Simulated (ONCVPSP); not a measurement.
O (Z = 8), ONCV: configuration errors across variants

ONCVPSP 4.0.1 input, shortened (lines: element, Z, core and valence counts, functional; n l f; lmax; l rc ep ncon nbas qcut; lloc lpopt rc5 dvloc0; l nproj debl; icmod fcfact rcfact), PBE, scalar-relativistic:

```
  O 8.00    1    2        4      upf
    1    0    2.00
    2    0    1.50
    2    1    4.50
    1
    0    0.90    0.00    4    7    7.10
    1    1.10    0.00    4    8   11.40
    4    5    0.60    3.00
    0    2    1.40
    1    2    3.00
    2    0.35    0.60
```

All-electron excitation energies from the reference (eV): (1) 2s2 2p4 -7.470; (2) 2s2 2p3 8.960; (3) 2s2 2p2 42.546; (4) 2s0 2p6 22.466.

2 further variants failed, have other tests or another functional or relativity, and are left out.

Errors AE − PS in meV (a dash: test not solved or not reliable):

```
              change   (1)   (2)   (3)  (4)  bound ghosts  GHOST(+) flags above zero
                base  +3.7   +20   +95  +32          none                       none
        p: qcut 12.3  +3.6   +18   +84  +31          none                       none
          p: rc 1.24  +3.7   +26  +128  +32          none                       none
          p: nproj 1  +3.7   +18   +86  +32          none                       none
          p: rc 0.74  +3.1  +9.7   +39  +25          none                       none
        s: debl 4.55  +3.7   +20   +95  +32          none                       none
p: rc 0.9, qcut 13.9  +2.9  +9.8   +42  +24          none                       none
```

Task: Give the same row for: all radii but the core radius scaled by about 1.05 (s 0.94, p 1.16 bohr); local potential polynomial inside 0.64 bohr (lpopt 5, dvloc0 3 Ha).

Result: +3.8, +24, +114, +33; bound ghosts: none; GHOST(+) flags above zero: none.
